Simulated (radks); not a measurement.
Fractional charge and spin in the 5s shell of xenon: the spin-up occupation runs from 0 to 1 and the spin-down occupation from 0 to 1; the fullest corner is Xe, [Kr] 4d10 5p6 5s(up 1, down 1). Calculated with a radial shooting solver on a logarithmic mesh with Libxc functionals: scalar-relativistic Kohn-Sham, r2SCAN, spin-polarised, spherical densities, finite nucleus; meta-GGA in the generalised Kohn-Sham scheme; Fermi nuclear charge, rms radius of each element as measured or else 0.836 A^(1/3) + 0.57 fm. Energy (eV) above the fullest corner. The planes named below are the two flat planes that join the four corners, with an edge along up + down = one added electron.

down \ up,0,0.25,0.5,0.75,1
0,61.178,51.176,41.819,33.097,25.006
0.25,51.176,41.911,33.278,25.269,17.876
0.5,41.819,33.278,25.357,18.047,11.339
0.75,33.097,25.269,18.047,11.422,5.384
1,25.006,17.876,11.339,5.384,0.000

Corners above the fullest one (they belong to Xe+ and the next ion): (up 1, down 0) 25.006 eV, (up 0, down 1) 25.006 eV, (up 0, down 0) 61.178 eV. With half an added electron in each spin the energy lies 0.351 eV from the planes, and with half an added electron in spin up alone -1.273 eV. The planes are only a guide here: the flat-plane condition holds for ground states with one frontier orbital, while this shell lies below other occupied shells, so the corners above the fullest one are inner-hole states and not the ground states of those ions.
